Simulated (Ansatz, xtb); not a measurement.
Molecule: silicon monosulfide, SiS, net charge 0, singlet state. 
Coordinates optimised at B3LYP-D3(BJ)/def2-TZVP (Ansatz, a quantum-chemistry and plane-wave program):
```
Si
S 1 1.9380
```

Harmonic wavenumbers from GFN2-xTB (xtb, at its own minimum), cm⁻¹: 763.

**Question.** Give the harmonic wavenumbers at B3LYP-D3(BJ)/def2-TZVP (Ansatz, finite differences of forces, unscaled).

**Answer.** 747 cm⁻¹. Zero-point energy 1.1 kcal/mol.

**Question.** From these and the geometry, give the ideal-gas thermochemistry at 298.15 K and 1 atm (rigid rotor, harmonic oscillator).

**Answer.** Point group C∞v, rotational symmetry number 1. Rotational constants 8.988, 8.988 GHz. S(trans) 38.20, S(rot) 14.98, S(vib) 0.26, S(elec, spin only) 0.00, S 53.4 cal/(mol K). H(298) - H(0) 2.13 kcal/mol; G - E(el) -12.7 kcal/mol.
